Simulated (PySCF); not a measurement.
Job for PySCF: R-HF/STO-3G on C3H6O2 (a complex), monomers drawn apart or pushed together.

```python
from pyscf import gto, scf, dft, mp
from pyscf.data.elements import chemcore

mol = gto.M(
    atom='''
    O     0.37156839    0.92968938    0.38385986
    C    -0.01396512   -0.13057827    0.11522625
    O    -0.39888459   -1.18956670   -0.15788720
    C    -0.21077025   -0.56457721    4.87015404
    C     0.23676619    0.80126308    5.38257683
    H    -0.44860618   -1.24193160    5.69266073
    H     0.56945200   -1.04219494    4.27331570
    H    -1.10536639   -0.48447065    4.24858089
    H    -0.54359825    1.27318828    5.98278553
    H     0.47418610    1.47509329    4.55783330
    H     1.12734290    0.71604590    6.00829893
    ''',
    basis='sto-3g',
    charge=0, spin=0, verbose=3, max_memory=1800)
mf = scf.RHF(mol)
mf.conv_tol = 1e-8
mf.max_cycle = 100
mf.kernel()
if not mf.converged:
    mf = mf.newton().run(mf.mo_coeff, mf.mo_occ)
```

Output:

```
converged SCF energy = -263.370422224871
```

The run converged.

Cost: about 0.12 core-seconds (a rough figure).
